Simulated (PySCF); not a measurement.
## Energy of Nb²⁺ (niobium, charge +2) between two integer charges

The 4d alpha orbital of [Kr] 4d3 is emptied in steps (occupation f), with all orbitals relaxed, ending at [Kr] 4d2. All numbers are calculated (PySCF 2.14, a scalar-relativistic core potential, in def2-TZVP with the def2 core potential (28 electrons) (6s4p3d1f, 40 functions)). The exact energy is a straight line in f; departures are measured from the line between the end points of the same method.

```
  f  PBE0 (eV)  r2SCAN (eV)  LC-wPBE (eV)
  1      0.000        0.000         0.000
0.8     -0.634       -0.823        -0.173
0.6     -0.954       -1.236        -0.260
0.4     -0.956       -1.236        -0.261
0.2     -0.638       -0.824        -0.174
  0      0.000        0.000         0.000
```

```
 method  E(f=0) − E(f=1) (eV)  −ε at f=1 (eV)  −ε at f=0.4 (eV)
   PBE0                25.519          21.569            26.306
 r2SCAN                25.514          20.378            26.546
LC-wPBE                25.401          24.322            25.617
```

Orbital energy along the path (eV):

```
  f     PBE0   r2SCAN  LC-wPBE
  1  -21.569  -20.378  -24.322
0.8  -23.132  -22.421  -24.749
0.6  -24.713  -24.480  -25.182
0.4  -26.306  -26.546  -25.617
0.2  -27.908  -28.608  -26.052
  0  -29.513  -30.647  -26.487
```

Reference removal energy between the ground levels: 25.04 eV (semi-empirical (NIST evaluation); NIST Atomic Spectra Database, ionization energies). The calculation has no spin-orbit coupling. The determinant left behind need not be the lowest term of the ion.
